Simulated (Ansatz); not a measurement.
A search over several starts for the lowest SCF solution of Zr₃O₄⁺ at the given spin, in a small basis.

```yaml
crystal:
  periodic: [false, false, false]
  atoms:
    - {symbol: Zr, position_ang: [-0.976137, 0.510564, 0.432249]}
    - {symbol: Zr, position_ang: [-0.023794, -1.968163, -0.031255]}
    - {symbol: Zr, position_ang: [1.774437, 0.147763, -0.763367]}
    - {symbol: O, position_ang: [0.275444, 1.625696, -0.887569]}
    - {symbol: O, position_ang: [0.859902, 1.597063, 0.465134]}
    - {symbol: O, position_ang: [-1.471300, -0.931358, -0.802429]}
    - {symbol: O, position_ang: [-0.438541, -0.981564, 1.587238]}
basis:
  gaussian: {orbitals: def2-SVP, initial_orbitals: start.molden}
total_charge: 1
magnetization: {spin_polarized: true, initial_magnetization: 1}
hamiltonian: {xc: pbe, dispersion: d4}
output: {orbitals: {seedname: orbitals}}
```

The file start.molden holds the orbitals of an earlier run on this structure, at another level or in another basis.

```sh
$ ansatz run in.yaml --threads 4 --pin off --events-out ev --progress --plain --max-ram 4787MiB
```

Output, abridged:

```
Functional definition: PBE
1406 factors; their error is unknown
mean field evaluation 1: about -12013.2433 eV, gradient 5.9e0 eV
mean field evaluation 2: about -12013.5175 eV, gradient 3.3e-1 eV
mean field evaluation 4: about -12013.4839 eV, gradient 1.1e-1 eV
mean field evaluation 8: about -12013.4840 eV, gradient 1.3e-5 eV
mean field evaluation 16: about -11491.3677 eV, gradient 2.7e2 eV
mean field evaluation 32: about -12012.0308 eV, gradient 6.3e0 eV
mean field evaluation 64: about -12012.7688 eV, gradient 3.6e0 eV
mean field evaluation 96: about -12012.7765 eV, gradient 1.9e0 eV
mean field -12013.48396273 eV, -441.4873925984 hartree, gradient 9.4e-6 eV, S^2 0.798896; 11 other end points of the search recorded, 0 dependent functions left out
reference -12013.48402574 eV, -441.4873949140 hartree; 34, 33 occupied and 115, 116 virtual orbitals, 1406 factors
Total energy: -12013.78945697 eV, -441.4986193045 hartree
```

Run time 32 s (4 threads of Arm Neoverse V1 on a shared host).

In the def2 sets Zr takes a core potential; there is no spin–orbit coupling. The structure holds 1 bond(s) between oxygen atoms. No other spin state of charge 1 was run. Another isomer (doublet) lies 6.20 eV lower at PBE0-D4/def2-TZVP; other spin states weren't run for this one.
